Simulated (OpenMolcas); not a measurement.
W4+ (d2) among equal point charges was computed by CASSCF with the d shell active (OpenMolcas, ANO-RCC-VDZP on the metal). Its lowest spin-free states, and all those of the highest spin:

```csv
2S+1,Degeneracy,E (cm-1)
3,1,0.0
3,3,3628
3,3,6290
1,2,11645
1,3,14944
3,3,16199
1,1,17973
1,3,19178
1,2,21239
1,3,21929
1,1,43889
```

Is the site octahedral, tetrahedral or cube-like, axial, or of lower symmetry?

The states with 2S+1 = 3 have orbital degeneracies 1, 3, 3, 3. Threefold states need a cubic site. For d2 at this spin an octahedron puts the threefold T1 below the threefold T2 and a tetrahedron or cube puts the single A2 below the threefold T2, so the site is a tetrahedron or a cube, which this pattern cannot tell apart. The first gap at this spin, 3630 cm-1, is |10Dq| in ligand-field theory. The run had W4+ among 4 point charges of -1.25 e arranged as a tetrahedron (Td), 2.02 Å from the ion.

Spin-orbit coupling mixes the spin-free states strongly: the lowest level takes only 46 % from its leading state, 3A2. Without dynamic correlation the repulsion within the d shell is too large (B by tens of per cent), so at a given field states of lower spin stand too high. Point charges carry no covalency, so the field is a model and not that of real ligands. No measured value stands beside these numbers.
